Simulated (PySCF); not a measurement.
## [La(H2O)]3+ at several levels of theory

Computed with PySCF 2.14.0 (density fitting, no spin-orbit coupling) at the geometry relaxed with TPSS:

```xyz
4
[La(H2O)]3+ (singlet)
La    0.0000    0.0000   -0.1610
O     0.0000    0.0000    2.1853
H     0.7855    0.0000    2.8150
H    -0.7855    0.0000    2.8150
```

```json
{"level": "TPSS", "basis": "La def2-SVP with ECP46, O def2-SVP, H def2-SVP", "state": "singlet", "HOMO (eV)": "-25.37", "gap (eV)": "4.84", "charge on La1 (e)": "2.55", "population of f-type functions on La1 (core shells left out)": "0.04", "dipole about the centre of mass (D)": "2.64", "largest force component (eV/Å)": "0.00"}
{"level": "BLYP", "basis": "the same", "state": "singlet", "HOMO (eV)": "-25.22", "gap (eV)": "4.47", "charge on La1 (e)": "2.53", "population of f-type functions on La1 (core shells left out)": "0.04", "dipole about the centre of mass (D)": "2.76", "largest force component (eV/Å)": "0.14"}
{"level": "TPSS", "basis": "La def2-TZVP with ECP46, O def2-TZVP, H def2-TZVP", "state": "singlet", "HOMO (eV)": "-25.40", "gap (eV)": "4.83", "charge on La1 (e)": "2.62", "population of f-type functions on La1 (core shells left out)": "0.04", "dipole about the centre of mass (D)": "2.63", "largest force component (eV/Å)": "0.32"}
{"level": "TPSS", "basis": "La x2c-SVPall, O x2c-SVPall, H x2c-SVPall", "state": "singlet", "HOMO (eV)": "-25.59", "gap (eV)": "4.60", "charge on La1 (e)": "2.56", "population of f-type functions on La1 (core shells left out)": "0.06", "dipole about the centre of mass (D)": "2.80", "largest force component (eV/Å)": "0.82"}
```

Charges are Mulliken's, which hang on the basis. The relaxation used the grid (50, 194), these runs (75, 302) or, all-electron (x2c bases, spin-free X2C Hamiltonian), (99, 590).

A further run in the first row's basis gives HOMO (eV) -26.99, gap (eV) 7.18, charge on La1 (e) 2.59, population of f-type functions on La1 (core shells left out) 0.05, dipole about the centre of mass (D) 2.41, largest force component (eV/Å) 0.37. Which level was it?
A. PBE0
B. B3LYP
C. M06-L

A. The others give HOMO -26.69 eV (B3LYP); -25.52 eV (M06-L).

In the first row's basis the gap widens with exact exchange: 4.5 to 5.4 eV for BLYP, TPSS, M06-L (none); 6.5 to 7.2 eV for B3LYP, PBE0 (a fixed share).

No frequency check is given that shows the relaxed geometry to be a minimum.
